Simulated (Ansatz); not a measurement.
System: sum formula H7Si3O2, charge 0, multiplicity 2. It need not be the lowest isomer of its formula. 
Geometry from a B3LYP-D3(BJ)/def2-TZVP (Ansatz, a program for electronic structure) optimisation:
```xyz
12

Si     0.0289    -0.7841     1.1705
O      1.4037    -0.3048     0.4285
Si     2.1362     0.5849    -0.7421
O     -1.2722    -0.0701     0.4971
Si    -2.1057     0.3218    -0.8595
H      0.0906    -0.3749     2.5846
H     -0.0826    -2.2491     1.0279
H      1.5840     1.9693    -0.7430
H      3.5936     0.6103    -0.4467
H     -3.1341     1.3212    -0.5035
H     -1.1803     0.8912    -1.8669
H     -2.7539    -0.8847    -1.4224
```
Charge 0, spin multiplicity 2.

Atomisation energy built up term by term with Ansatz (kcal/mol; UHF references for open shells; valence terms freeze the core; atomic spin-orbit terms are left out). CBS(X,Y): correlation extrapolated as X^-3; Hartree-Fock from the larger set.

```csv
term,basis,kcal/mol
Hartree-Fock,cc-pV(Q+d)Z,742.63
CCSD correlation,"CBS(cc-pV(T+d)Z,cc-pV(Q+d)Z)",229.79
(T),"CBS(cc-pV(T+d)Z,cc-pV(Q+d)Z)",11.73
core correlation,cc-pwCVTZ,0.08
scalar relativity (X2C),cc-pVTZ-DK against cc-pVTZ,-2.81
sum: De,,981.4
```

(T) makes 1.2 % of the CCSD(T) atomisation energy; under 5 % is typical of single-reference molecules.
